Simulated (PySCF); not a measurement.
## Electron correlation in Ru²⁹⁺ (ruthenium, charge +29)

[Ne] 3s2 3p3, high-spin 4S determinant. All numbers are calculated (PySCF 2.14, scalar relativity by spin-free X2C-1e, in an even-tempered Gaussian basis (18 s from 4.1 bohr⁻², ratio 2.5; 12 p from 5.4 bohr⁻², ratio 2.5; 5 d from 23 bohr⁻², ratio 2.7; 4 f from 34 bohr⁻², ratio 2.7)). Frozen: 1s2; 13 electrons correlated; the 22 highest virtual orbitals of each spin left out.

```
  level  correlation energy (mhartree)
   CCSD                        -516.30
    (T)                          -1.22
CCSD(T)                        -517.52
```

Diagnostics: T1 = 0.00042, D1 = 0.0013, largest double amplitude 0.027.

Spin-orbit coupling is strong in this species (close to jj coupling), so the high-spin LS determinant is a model state, not a physical level.

Cost of the coupled-cluster step: about 27 core-seconds, for 13 correlated electrons.

At this charge the one-electron X2C treatment keeps the bare 1/r₁₂, with no two-electron picture change or Breit term. The effect here is smaller than on the frozen 1s shell; and a scalar Hamiltonian misses the large spin-orbit splitting of the p shells, which matters for ns² → np² pairs.

Spin-orbit coupling is strong in this species, so the high-spin LS determinant is a model state.
